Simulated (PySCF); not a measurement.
## Radial density of Zn⁺ (zinc, charge +1)

UHF, [Ar] 3d10 4s1, 2S determinant. All numbers are calculated (PySCF 2.14, no relativity, point nucleus, in def2-SVP).

```
r (bohr)  4πr²ρ (e/bohr)  4πr²(ρα − ρβ)
0.000940          0.1901         0.0001
 0.00158          0.5251         0.0002
 0.00266           1.402         0.0006
 0.00447           3.540         0.0014
 0.00753           8.365         0.0032
  0.0127           17.39         0.0063
  0.0213           29.59         0.0094
  0.0358           36.31         0.0075
  0.0602           30.77        -0.0004
   0.101           32.30         0.0087
   0.170           41.60         0.0182
   0.287           23.44        -0.0313
   0.482           23.00         0.0139
   0.811           18.48        -0.0272
    1.36           4.417         0.2433
    2.30          0.8580         0.4506
    3.86          0.1472         0.1468
    6.49        0.002320         0.0023
```

Q: Where is the radial spin density 4πr²(ρα − ρβ) most negative, and why is it negative at all?

A: Around r = 0.287 bohr, down to -0.0313 e/bohr: exchange with the open shell polarises the paired shells in an unrestricted calculation.
